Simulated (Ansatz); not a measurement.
`[F][Mo]([F])(=[S])([Cl])[Cl]` + `FC=C(Cl)Cl` → `[F][Mo]([F])([F])(=[S])[Cl]` + `ClC=C(Cl)Cl` at 700 K and 1 bar (formal exchange of groups at a Mo–Cl bond).

Program: Ansatz. Geometries: PBE0-D4/def2-TZVP. ΔE: electronic, gas phase. CBS: MP2 limit from def2 TZ/QZ plus the TZ coupled-cluster correction, frozen cores. def2 core potentials past Kr. For Mo outer-core shells are correlated without core-valence functions, which leaves a few kJ/mol of doubt a bond.

```csv
species,CCSD(T)/CBS energy (Eh),H − E (kJ/mol),S (J/(mol·K))
`[F][Mo]([F])(=[S])([Cl])[Cl]`,-1585.22878,97.0,483.4
`FC=C(Cl)Cl`,-1096.00454,123.2,391.6
`[F][Mo]([F])([F])(=[S])[Cl]`,-1225.24239,97.8,469.6
`ClC=C(Cl)Cl`,-1456.00219,121.0,404.5
```

H − E and S are ideal-gas, rigid-rotor, harmonic terms from PBE0-D4/def2-TZVP. 1 Eh = 2625.50 kJ/mol, R = 8.31446 J/(mol·K).

By hand: ΔE, ΔH, ΔS and ΔG.

ΔE = (-1225.24239) + (-1456.00219) − (-1585.22878) − (-1096.00454) = -0.01126 Eh = -29.6 kJ/mol. Δ(H − E) = 97.8 + 121.0 − 97.0 − 123.2 = -1.4, so ΔH = -31.0 kJ/mol. ΔS = 469.6 + 404.5 − 483.4 − 391.6 = -0.9 J/(mol·K). ΔG = -31.0 − 700 × (-0.9)/1000 = -30.4 kJ/mol.

By hand: the equilibrium constant, and the temperature at which ΔG would vanish if ΔH and ΔS stayed fixed.

log₁₀ K = −ΔG/(RT ln 10) = 2.3. ΔG = 0 at ΔH/ΔS = 34444 K, far beyond where these terms or the molecules hold.

The number of gas molecules stays the same, so ΔS is small and ΔH decides. A doubt of 5 kJ/mol in ΔE shifts log₁₀ K by 0.4 here. These are equilibria of isolated gas molecules and say nothing of rates. Largest T1 diagnostic: 0.024 (customary marks: 0.02 for closed shells, 0.045 for open ones).
